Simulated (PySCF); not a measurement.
CH3AlClIO, SMILES [Al]([I])([Cl])[O]C.

Geometry: B3LYP-D3(BJ)/def2-SVP. The structure was generated by enumeration; whether it is a known compound was not checked. The def2 effective core potentials stand for the cores of I; spin–orbit coupling is left out. Other conformers were not sampled.

All values below come from PBE/def2-TZVP (PySCF).

Gas-phase values at a fixed geometry.

Computed frontier levels, gap, dipole moment and polarisability:
```
Quantity                                                                                                        Result
---------------------------------------------------------------------------------------------  -----------------------
highest occupied level                                                                                        -6.82 eV
lowest empty level                                                                                            -2.05 eV
orbital gap                                                                                                    4.78 eV
dipole moment                                                                                                   1.69 D
quadrupole, principal values (traceless, Buckingham form, about the centre of nuclear charge)    -6.36, 2.67, 3.69 D·Å
mean static polarisability                                                                       86.3 bohr³ (12.79 Å³)
polarisability, principal values                                                               65.2, 91.3, 102.5 bohr³
```
